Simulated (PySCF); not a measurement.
Geometry:
| atom | x (Å) | y (Å) | z (Å) |
| --- | --- | --- | --- |
| Ga1 | -0.013 | -0.010 | -0.644 |
| C2 | 0.025 | 0.021 | 1.388 |
| N3 | 0.051 | 0.039 | 2.553 |
| H4 | 1.519 | -0.009 | -1.127 |
| H5 | -0.797 | 1.313 | -1.107 |
| H6 | -0.786 | -1.354 | -1.063 |

Total charge -1.

Geometry: PBE0-D3(BJ)/def2-SVP; GIAO shifts from PySCF, gas phase, non-relativistic, averaged over equivalent atoms.

At PBE/pcSseg-1 (pcSseg-2 on Ga) (112 basis functions, 7.1 s wall time on 1 thread of an x86-64 server CPU, shared host):
| atoms | δ (ppm) |
| --- | --- |
| Ga1 | 107.8 |
| C2 | 135.6 |
| N3 | 336.9 |
| H4/H5/H6 | 3.27 |

Chemical shifts δ = σref − σ; [Ga(H2O)6]3+ for ⁷¹Ga (σref 1747.17); TMS for ¹³C (σref 180.03), ¹H (σref 31.20); ¹⁵N (σref 265.06) against NH3, all at this level.

Estimate the result of repeating the calculation with PBE0/pcSseg-1 (pcSseg-2 on Ga).

Results:


```tsv
atoms	δ at PBE0/pcSseg-1 (pcSseg-2 on Ga)	change
Ga1	134.3	+26.5
C2	142.7	+7.1
N3	340.8	+3.9
H4/H5/H6	3.17	-0.10
```

Chemical shifts δ = σref − σ; ⁷¹Ga (σref 1817.03) vs [Ga(H2O)6]3+; ¹³C (σref 184.41) and ¹H (σref 31.27) vs TMS; ¹⁵N (σref 265.67) vs NH3, all at this level.

The largest change is at Ga1 (Ga bonded to C, 3 H). Cost: 112 basis functions, 6.7 s wall time on 1 thread of an x86-64 server CPU, shared host.

Relativistic effects, spin–orbit coupling among them, are left out; they matter for Ga and for the light atoms bonded to it. Experimental scales use liquid or dissolved standards, which lie at an offset from isolated NH3 (liquid NH3: subtract about 20 ppm). Unscaled 15N shifts of sp2 nitrogen come out 20 to 40 ppm too high even then.
